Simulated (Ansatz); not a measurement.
A CCSD(T) single point on `[CH3][Zr]([OH])([OH])[F]`.

```yaml
crystal:
  periodic: [false, false, false]
  atoms:
    - {symbol: C, position_ang: [-1.449159, -0.494641, -0.413126]}
    - {symbol: Zr, position_ang: [0.407394, 0.534342, 0.251683]}
    - {symbol: O, position_ang: [1.058324, -0.483477, 1.738106]}
    - {symbol: O, position_ang: [1.567118, 0.543386, -1.272622]}
    - {symbol: F, position_ang: [-0.102057, 2.308058, 0.770840]}
    - {symbol: H, position_ang: [-2.186057, -0.537485, 0.396988]}
    - {symbol: H, position_ang: [-1.908930, 0.030806, -1.257925]}
    - {symbol: H, position_ang: [-1.245036, -1.522555, -0.732111]}
    - {symbol: H, position_ang: [1.567840, -0.925953, 2.409989]}
    - {symbol: H, position_ang: [2.290563, 0.547500, -1.891811]}
basis:
  gaussian: {orbitals: def2-TZVPP}
correlation: {method: ccsd_t}
output: {orbitals: {seedname: orbitals}}
```

```sh
$ ansatz run in.yaml --threads 4 --pin off --events-out ev --progress --plain --max-ram 10444MiB
```

The program prints (abridged):

```
Functional definition: HF
1557 factors; integrals over basis functions are off by at most 1.0e-3 eV
mean field evaluation 1: about -9157.3030 eV, gradient 6.9e1 eV
mean field evaluation 2: about -9157.4238 eV, gradient 7.0e1 eV
mean field evaluation 4: about -9165.6614 eV, gradient 4.0e0 eV
mean field evaluation 8: about -9165.7561 eV, gradient 4.2e-1 eV
mean field evaluation 16: about -9165.7574 eV, gradient 2.5e-6 eV
mean field -9165.75743199 eV, -336.8353728522 hartree, gradient 2.5e-6 eV, S^2 0.000000; 0 other end points of the search recorded, 0 dependent functions left out
4 core orbitals not correlated: weight in the atoms' cores, before any rotation towards them, 1.000 or more for the frozen orbitals, at most 0.000 for the correlated occupied ones
reference -9165.75743199 eV, -336.8353728522 hartree; 20, 20 occupied and 226, 226 virtual orbitals, 1557 factors
second order -34.55054256 eV of doubles, -0.00000000 eV of singles
cycle   1  -33.84057861 eV  change    7.1e-1 eV  update   1.6e-1
cycle   2  -34.62668499 eV  change   -7.9e-1 eV  update   6.2e-2
cycle   3  -34.86131178 eV  change   -2.3e-1 eV  update   2.8e-2
cycle   4  -34.84734266 eV  change    1.4e-2 eV  update   8.4e-3
cycle   5  -34.83605240 eV  change    1.1e-2 eV  update   3.0e-3
cycle   6  -34.83732095 eV  change   -1.3e-3 eV  update   1.1e-3
cycle   7  -34.83752068 eV  change   -2.0e-4 eV  update   3.3e-4
cycle   8  -34.83724770 eV  change    2.7e-4 eV  update   1.4e-4
cycle   9  -34.83727238 eV  change   -2.5e-5 eV  update   3.9e-5
perturbative correction -1.34058404 eV, -0.0492655548 hartree
Total energy: -9201.93528841 eV, -338.1648845533 hartree
```

Run time 75 s (4 threads of an AMD EPYC 9R45 on a shared host); peak host memory 6.4 GiB.

MP2 recovers 95.5 % of the CCSD(T) correlation energy and the triples give 3.7 %; T1 = 0.0163.
